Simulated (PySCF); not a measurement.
A structure optimised at ωB97X-D3(BJ)/def2-SVP, used in a PySCF frequency run:

```xyz
8

B      0.5249     0.1708     0.0000
F      1.6706     0.8376     0.0000
Cl    -0.9563     1.1292     0.0000
C      0.5115    -1.3817     0.0000
C     -0.6212    -2.0984     0.0000
H      1.4745    -1.9077     0.0000
H     -0.6187    -3.1943     0.0000
H     -1.6004    -1.6063     0.0000
```

Task: Write its SMILES, formula and point group.

Result: C=CB(F)Cl, C2H3BClF, Cs

Task: What are its rotational constants (standard atomic weights)?

Result: 4.9910, 3.3608, 2.0084 GHz
